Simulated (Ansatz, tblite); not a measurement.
Forces on the cluster Sn₃O₄ at its r2SCAN-D4/def2-SVP geometry. The state is a singlet with charge 0.

In the def2 sets Sn takes a core potential; there is no spin–orbit coupling. The xTB rows come from tblite. The structure holds one bond between oxygen atoms, so isomers without such links may lie far lower. The restricted singlet is unstable towards broken spin symmetry in Hartree–Fock (as tested in another run); at PBE-D4/def2-TZVP this wasn't settled. Another isomer (singlet) lies 0.31 eV lower at PBE0-D4/def2-TZVP; other spin states weren't run for this one.

GFN1-xTB (tblite), largest force 2.22 eV/Å:

```xyz
7
positions Å, forces eV/Å
Sn   -1.291   -0.802    1.980    0.312   -0.086   -0.342
Sn    0.206    2.033    0.077   -0.085   -0.758   -0.171
Sn    0.640   -1.233   -0.578    0.161    1.091   -0.265
O    -1.124   -1.890    0.358   -0.114   -0.233    0.188
O     0.322    0.241    1.132   -0.293    0.424    0.567
O     1.342    1.055   -1.387   -1.540   -1.576   -0.274
O    -0.095    0.597   -1.583    1.560    1.137    0.298
```

GFN2-xTB (tblite), largest force 1.48 eV/Å:

```
Sn -0.357 -0.427 0.324
Sn 0.240 0.508 -0.497
Sn 0.717 -0.924 -0.880
O -0.460 -0.301 0.358
O -0.043 0.535 0.802
O -1.278 -0.286 -0.136
O 1.181 0.896 0.028
```

PBE-D4/def2-TZVP (Ansatz), largest force 0.34 eV/Å:

```
Sn -0.036 -0.040 -0.005
Sn 0.078 -0.068 -0.153
Sn 0.013 -0.089 -0.089
O -0.097 -0.143 0.041
O 0.065 0.126 0.306
O 0.121 0.175 0.031
O -0.143 0.040 -0.132
```
